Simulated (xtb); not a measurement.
TiI₃H, SMILES [I][TiH]([I])[I], multiplicity 1. All values are semi-empirical tight-binding results from xtb (GFN2-xTB unless named), good for trends rather than for accurate numbers. Geometry: GFN2-xTB. The multiplicity is an assumed one; no other spin state was optimised. The structure was generated by enumeration; whether it is a known compound was not checked.

Optimised geometry:

```xyz
5

Ti     0.0000     0.0000     0.9071
I     -2.1232    -1.2258    -0.1412
I      0.0000     2.4516    -0.1412
I      2.1232    -1.2258    -0.1412
H      0.0000     0.0000     2.4884
```

For metal compounds this method's bond lengths and energies can be far off.

Computed properties:
```yaml
point_group_as_xtb_finds_it: C3v
orbital_gap: 1.63 eV
zero_point_energy: 5.3 kcal/mol
G − E(el) at 298.15 K (modified RRHO): -17.6 kcal/mol
```

Computed atomic charges and the Wiberg bond orders between heavy atoms:
charges (e) Ti1 0.81, I2 -0.18, I3 -0.18, I4 -0.18, H5 -0.27. Bond orders Ti1–I2 1.23, Ti1–I3 1.23, Ti1–I4 1.23.
